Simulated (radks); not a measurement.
Species: Ce34+. Configuration: [Ar] 3d6. All-electron calculation, Dirac Kohn-Sham, LB94 model potential, spin-unpolarised, spherical densities, finite nucleus; open shells fill j = l - 1/2 first; Fermi nuclear charge, rms radius 4.8771 fm. Program: a radial shooting solver on a logarithmic mesh with Libxc functionals.

Radial electron density D(r) = 4 pi r^2 rho(r):

```
   r/bohr * D(r) (the largest magnitude, 96.1, reaches the edge; | marks zero)
 0.001198 | *
  0.00134 |  *
 0.001499 |  *
 0.001663 |   *
  0.00186 |   *
 0.002081 |    *
 0.002327 |     *
 0.002582 |      *
 0.002888 |        *
  0.00323 |         *
 0.003585 |           *
 0.004009 |             *
 0.004485 |               *
 0.005016 |                  *
 0.005566 |                    *
 0.006225 |                       *
 0.006963 |                          *
 0.007788 |                             *
 0.008642 |                                *
 0.009666 |                                   *
  0.01081 |                                      *
  0.01209 |                                        *
  0.01342 |                                          *
  0.01501 |                                           *
  0.01679 |                                           *
  0.01863 |                                           *
  0.02083 |                                          *
   0.0233 |                                         *
  0.02607 |                                        *
  0.02892 |                                       *
  0.03235 |                                      *
  0.03618 |                                      *
  0.04047 |                                       *
  0.04491 |                                          *
  0.05023 |                                             *
  0.05618 |                                                 *
  0.06234 |                                                    *
  0.06973 |                                                      *
  0.07799 |                                                      *
  0.08724 |                                                    *
   0.0968 |                                                *
   0.1083 |                                          *
   0.1211 |                                     *
   0.1355 |                                 *
   0.1503 |                                *
   0.1681 |                                 *
    0.188 |                                   *
   0.2103 |                                    *
   0.2334 |                                    *
    0.261 |                                 *
    0.292 |                           *
    0.324 |                    *
   0.3624 |             *
   0.4053 |       *
   0.4533 |   *
    0.503 | *
   0.5626 |*
   0.6293 *
   0.7039 *
    0.781 *
   0.8736 *
```

D(r) has 3 maxima, at r = 0.0172, 0.0737, 0.219 bohr, and minima at 0.0337, 0.153 bohr, inside which lie 2.04, 11.25 electrons.
